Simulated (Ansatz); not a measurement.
Ga₆N₇H₂₀⁺, a cluster cut from zinc blende GaN (hydrogen-capped) was relaxed with r2SCAN-D4 (def2-SVP) in Ansatz in these states: charge +1 singlet, charge +2 doublet, neutral doublet. The geometries follow in no particular order.

A:

Cartesian coordinates in Å:
```
N -2.9595 0.5410 0.4981
N 2.0381 -1.6295 -2.1553
N -0.4681 -1.1364 1.5526
N -0.8130 -0.5975 -1.4373
N -0.8277 2.2770 -0.2555
N 1.6847 0.4837 0.1072
N 0.1205 1.8743 2.4026
Ga 0.1269 -2.2456 -2.0706
Ga -1.8710 -1.0505 0.1246
Ga -1.8711 1.9860 1.6358
Ga 2.8349 -1.0734 -0.3960
Ga 0.9941 0.1898 1.8962
Ga 0.3181 0.9763 -1.1980
H -3.7719 0.2918 1.0687
H -3.3492 0.9189 -0.3743
H 2.1643 -0.9039 -2.8675
H 2.5919 -2.4213 -2.4967
H -0.9557 -1.2821 2.4432
H 0.0225 -2.0255 1.3816
H -1.4526 -0.3772 -2.2085
H -1.5668 2.5883 -0.8942
H -0.2936 3.1395 -0.1070
H 2.3461 1.2671 0.1403
H 0.0311 1.9381 3.4202
H 0.7062 2.6744 2.1332
H 0.0900 -3.2940 -0.8957
H -0.3685 -2.5700 -3.5262
H -2.6994 -2.3772 0.1053
H -2.4780 3.4706 1.5779
H 2.4975 -2.2518 0.5931
H 4.2965 -0.5509 -0.6415
H 1.9681 -0.3567 2.9914
H 0.9145 1.5266 -2.5476
```

B:

```tsv
atom	x (Å)	y (Å)	z (Å)
N1	2.068	-1.232	1.613
N2	-0.803	1.743	-2.762
N3	0.478	1.423	1.356
N4	1.239	-0.082	-1.201
N5	-0.110	-2.666	-0.036
N6	-1.705	0.026	-0.277
N7	-0.854	-1.124	2.531
Ga8	1.146	1.644	-2.292
Ga9	1.983	0.460	0.490
Ga10	0.483	-2.389	1.821
Ga11	-2.137	1.764	-1.263
Ga12	-1.312	0.581	1.524
Ga13	-0.431	-1.060	-1.250
H14	2.427	-0.980	2.542
H15	2.836	-1.793	1.225
H16	-1.055	1.063	-3.488
H17	-0.916	2.650	-3.230
H18	0.775	1.820	2.254
H19	0.324	2.254	0.765
H20	1.937	-0.627	-1.720
H21	0.558	-3.283	-0.514
H22	-0.971	-3.226	-0.034
H23	-2.609	-0.460	-0.292
H24	-0.599	-0.867	3.492
H25	-1.741	-1.623	2.664
H26	1.355	2.772	-1.211
H27	2.009	1.439	-3.572
H28	3.366	1.156	0.572
H29	0.700	-3.673	2.664
H30	-1.618	2.882	-0.280
H31	-3.587	1.642	-1.818
H32	-2.350	1.368	2.365
H33	-0.887	-1.601	-2.639
```

C:

```xyz
33

N    -0.309    2.864   -0.201
N    -1.188   -2.947    1.342
N     1.578    0.883    1.112
N    -1.468    0.128    0.871
N    -1.212    0.770   -2.238
N     0.554   -1.430   -0.760
N     1.788    1.248   -1.894
Ga   -1.504   -1.227    2.310
Ga   -0.262    1.607    1.358
Ga    0.082    2.260   -2.056
Ga    0.655   -2.889    0.571
Ga    2.051   -0.175   -0.508
Ga   -1.269   -0.712   -0.894
H     0.305    3.660    0.020
H    -1.235    3.313   -0.217
H    -1.911   -3.155    0.643
H    -1.250   -3.726    2.010
H     2.232    1.674    1.167
H     1.831    0.338    1.945
H    -2.413    0.534    0.927
H    -2.160    1.163   -2.303
H    -1.094    0.341   -3.165
H     0.770   -1.920   -1.641
H     2.561    1.921   -1.801
H     1.983    0.832   -2.815
H     0.336   -1.316    2.576
H    -2.510   -1.139    3.473
H    -0.524    2.279    2.724
H     0.056    3.358   -3.138
H     0.983   -1.814    2.054
H     1.444   -4.181    0.291
H     3.467   -0.796   -0.496
H    -2.368   -1.745   -1.268
```

Judge from the bond lengths which geometry belongs to which state (an estimate).

A is the neutral doublet (Ga11–H30 1.575 Å, Ga8–H26 1.575 Å, N5–Ga10 2.180 Å); B is the charge +1 singlet (Ga11–H30 1.576 Å, Ga8–H26 1.576 Å, N5–Ga10 1.969 Å); C is the charge +2 doublet (Ga11–H30 1.861 Å, Ga8–H26 1.860 Å, N5–Ga10 1.982 Å).

In the charge 2 doublet, H26 and H30 lie 0.97 Å apart (atoms count from 1), so these atoms are partly bonded to each other.
